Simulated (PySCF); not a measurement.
C8H16Si.
Atom-mapped SMILES: `[CH2:1]1[CH2:2][CH2:3][Si:4]2([CH2:5]1)[CH2:6][CH2:7][CH2:8][CH2:9]2` (hydrogens: H10, H11 on C1; H12, H13 on C2; H14, H15 on C3; H16, H17 on C5; H18, H19 on C6; H20, H21 on C7; H22, H23 on C8; H24, H25 on C9)

The closed-shell ground state was solved at several levels (PySCF, density fitting, gas phase, non-relativistic). Geometry: PBE0-D3(BJ)/def2-SVP, one conformer, isolated molecule. The dipole stays under 0.02 D at every level.

| level | basis functions | HOMO (eV) | LUMO (eV) | gap (eV) |
| --- | --- | --- | --- | --- |
| PBE/pcSseg-1 | 240 | -6.45 | 0.50 | 6.95 |
| B3LYP/def2-SVPD | 312 | -7.45 | 0.36 | 7.81 |

(1) What might PBE0/pcSseg-1 (240 basis functions) give for the same quantities?

(2) Over all these levels, which gives the widest orbital gap and which the narrowest?

Answers

(1) HOMO -7.70 eV, LUMO 1.32 eV, gap 9.02 eV.

(2) PBE0/pcSseg-1 (global hybrid, 25 % exact exchange) has the widest, 9.02 eV, and PBE/pcSseg-1 (GGA) the narrowest, 6.95 eV. The two share the basis. From the narrowest to the widest the HOMO moves by -1.25 eV and the LUMO by +0.82 eV.
